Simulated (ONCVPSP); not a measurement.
## W: variants of one ONCV potential

Base potential:

- Element: W
- Generator: ONCVPSP 4.0.1
- Type: optimised norm-conserving Vanderbilt (ONCV)
- Functional: PBEsol
- Relativity: non-relativistic
- Frozen core: [Kr] 4d10 4f14
- Valence charge: 14
- Reference configuration: 5s2 5p6 5d4 6s2
- Partial waves: 5s+6s: rc 1.90 bohr, ncon 4, nbas 8, qcut 8.4 1/bohr, 2 projectors; 5p: rc 1.45 bohr, ncon 3, nbas 6, qcut 6 1/bohr, 2 projectors, debl 0.5 Ha; 5d: rc 2.60 bohr, ncon 3, nbas 7, qcut 6.1 1/bohr, 2 projectors, debl 3.9 Ha
- Local potential: polynomial inside 1.15 bohr (lpopt 5, dvloc0 2 Ha)
- Core correction: Teter function, parameters optimised by the program

In the p channel the program set the typed energies aside and used -1.499, 0.250 Ha.

All-electron outer shells of the reference configuration (PBEsol, non-relativistic, ld1.x):

| shell | level (eV) | outermost node (bohr) | outermost maximum (bohr) |
| --- | --- | --- | --- |
| 5s | -65.05 | 0.58 | 1.05 |
| 4f | -41.95 | – | 0.42 |
| 5p | -40.78 | 0.59 | 1.13 |
| 5d | -5.84 | 0.63 | 1.47 |
| 6s | -4.78 | 1.41 | 2.95 |

Cutoffs, loose and tight: the cutoffs (Ha) at which the residual kinetic energy of the hardest occupied pseudo-wave falls to 1 and 0.1 mHa per electron. They do not see the model core or the augmentation charge, which bear on the density cutoff. Test errors are all-electron minus pseudo excitation energies from the reference, over the configurations 5s2 5p6 5d4 6s1; 5s2 5p6 5d4 6s0; 5s2 5p6 5d3 6s0; 5s2 5p6 5d3 6s2 6p1. A dash means not determined; rows that change the core or the reference have their own tests.

| change | outcome | cutoff, loose | cutoff, tight | bound ghosts | GHOST(+) flags above zero | largest test error (meV) |
| --- | --- | --- | --- | --- | --- | --- |
| base | generated, projector energies reset by the program | 20 Ha | 58 Ha | none | s | +8.1 |
| s: rc 1.32 | failed: ERROR pspot: first pseudo wave function has node, program will stop | – | – | – | – | – |
| s: rc 1.56 | failed: ERROR pspot: first pseudo wave function has node, program will stop | – | – | – | – | – |
| s: rc 1.98 | generated, projector energies reset by the program | 20 Ha | 58 Ha | none | s | +7.9 |
| s: rc 2.1 | generated, projector energies reset by the program | 20 Ha | 58 Ha | none | s | +7.6 |
| s: rc 2.38 | generated, projector energies reset by the program | 20 Ha | 58 Ha | none | s | +7.9 |
| s: rc 2.64 | generated, projector energies reset by the program | 20 Ha | 58 Ha | none | s | +8.4 |

Reading the sweep of the s radius (base included, trends over the rows without a ghost): The loose cutoff stays near 20 Ha. The median size of the test errors (rows with all tests solved) stays near 1.9 meV. The generation fails at 1.32, 1.56 bohr.
